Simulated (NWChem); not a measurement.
System: C2H8Si2; SMILES C=C[SiH2][SiH3]

The following NWChem deck was run.

```
start job
memory heap 200 mb stack 900 mb global 1100 mb
geometry units angstroms noautoz
  C      0.570772     2.582397    -0.298028
  C      0.256603     1.553416     0.499955
  Si    -0.792633     0.095445    -0.040165
  Si     0.413576    -1.927100    -0.006334
  H      1.190433     3.411931     0.040529
  H      0.221231     2.643767    -1.327150
  H      0.645838     1.561556     1.520236
  H     -1.976212    -0.050955     0.857854
  H     -1.290499     0.355948    -1.421687
  H      1.543583    -1.891874    -0.977042
  H     -0.467810    -3.075788    -0.361359
  H      0.980832    -2.183784     1.348518
end
basis spherical
  * library def2-tzvp
end
dft
  xc xpbe96 cpbe96
  iterations 150
  semidirect filesize 400000000
  mulliken
end
task dft energy
```

Parts of the log:

```
             Northwest Computational Chemistry Package (NWChem) 7.3.0
             --------------------------------------------------------

 C1  symmetry detected

                             Geometry "geometry" -> ""
                             -------------------------

 Output coordinates in angstroms (scale by  1.889725989 to convert to a.u.)

  No.       Tag          Charge          X              Y              Z
 ---- ---------------- ---------- -------------- -------------- --------------
    1 C                    6.0000     0.54871132     2.58442356    -0.31677967
    2 C                    6.0000     0.27204176     1.55176342     0.49028161
    3 Si                  14.0000    -0.80425343     0.09785228    -0.00573884
    4 Si                  14.0000     0.39921194    -1.92630961    -0.04056343
    5 H                    1.0000     1.18525447     3.41146033    -0.00444930
    6 H                    1.0000     0.14983932     2.65147681    -1.32744394
    7 H                    1.0000     0.71023498     1.55421594     1.49054365
    8 H                    1.0000    -1.94317428    -0.05168915     0.94779511
    9 H                    1.0000    -1.36804796     0.36601712    -1.36019768
   10 H                    1.0000     1.48094098    -1.88750392    -1.06466651
   11 H                    1.0000    -0.50001429    -3.07209246    -0.35827714
   12 H                    1.0000     1.03102920    -2.19060393     1.28391588

 Effective nuclear repulsion energy (a.u.)     194.2930022394

  pbe96 is a nonlocal functional; adding pw91lda local functional.

                                 NWChem DFT Module
                                 -----------------

 Summary of "ao basis" -> "ao basis" (spherical)
 ------------------------------------------------------------------------------
       Tag                 Description            Shells   Functions and Types
 ---------------- ------------------------------  ------  ---------------------
 C                         def2-tzvp                11       31   5s3p2d1f
 Si                        def2-tzvp                13       37   5s5p2d1f
 H                         def2-tzvp                 4        6   3s1p

            General Information
            -------------------
          SCF calculation type: DFT
          Wavefunction type:  closed shell.
          No. of atoms     :    12
          No. of electrons :    48
           Alpha electrons :    24
            Beta electrons :    24
          Charge           :     0
          Spin multiplicity:     1
          Use of symmetry is: off; symmetry adaption is: off
          Maximum number of iterations: 150
          AO basis - number of functions:   184
                     number of shells:    80
          Convergence on energy requested:  1.00D-06
          Convergence on density requested:  1.00D-05
          Convergence on gradient requested:  5.00D-04

              XC Information
              --------------
          PerdewBurkeErnzerhof Exchange Functional  1.000
            Perdew 1991 LDA Correlation Functional  1.000 local
           PerdewBurkeErnz. Correlation Functional  1.000 non-local

             Grid Information
             ----------------
          Grid used for XC integration:  medium
          Radial quadrature: Mura-Knowles
          Angular quadrature: Lebedev.
          Tag              B.-S. Rad. Rad. Pts. Rad. Cut. Ang. Pts.
          ---              ---------- --------- --------- ---------
          C                   0.70       49          14.0       434
          Si                  1.10       88          13.0       590
          H                   0.35       45          15.0       434
          Grid pruning is: on
          Number of quadrature shells:   634
          Spatial weights used:  Erf1

      Superposition of Atomic Density Guess
      -------------------------------------

 Sum of atomic energies:        -657.01195100

      Non-variational initial energy
      ------------------------------

 Total energy =    -658.868528
 1-e energy   =   -1291.944630
 2-e energy   =     438.783099
 HOMO         =      -0.302031
 LUMO         =      -0.024223

------------------------------------------------------------
EAF file 0: "./job.aoints.0" size=563609600 bytes
------------------------------------------------------------
               write      read    awrite     aread      wait
               -----      ----    ------     -----      ----
     calls:     1075         0         0         0         0
   data(b): 5.64e+08  0.00e+00  0.00e+00  0.00e+00
   time(s): 0.00e+00  0.00e+00  0.00e+00  0.00e+00  0.00e+00
rate(mb/s): 0.00e+00  0.00e+00
------------------------------------------------------------

     ---------------------------------------------
      Total Density - Mulliken Population Analysis
     ---------------------------------------------

    Atom       Charge   Shell Charges
 -----------   ------   -------------------------------------------------------
    1 C    6     6.31   0.86  1.12  0.57  0.66  0.12  1.20  1.28  0.44  0.02  0.04  0.01
    2 C    6     6.36   0.86  1.12  0.57  0.67  0.10  1.22  1.39  0.38  0.01  0.04  0.01
    3 Si  14    13.72   2.00  0.59  1.39  0.88  0.48  4.11  1.73  0.52  1.35  0.47  0.08  0.11  0.02
    4 Si  14    13.91   2.00  0.59  1.39  0.90  0.50  4.12  1.73  0.52  1.44  0.58  0.06  0.07  0.01
    5 H    1     0.84   0.24  0.45  0.13  0.02
    6 H    1     0.85   0.24  0.45  0.13  0.02
    7 H    1     0.84   0.24  0.45  0.13  0.02
    8 H    1     1.04   0.23  0.54  0.27  0.01
    9 H    1     1.04   0.23  0.54  0.27  0.01
   10 H    1     1.04   0.22  0.54  0.26  0.01
   11 H    1     1.03   0.22  0.54  0.26  0.01
   12 H    1     1.04   0.22  0.54  0.26  0.01

[...]
```

Level: PBE/def2-TZVP. Coordinates come from a B3LYP/6-31G* (spherical d) optimisation.
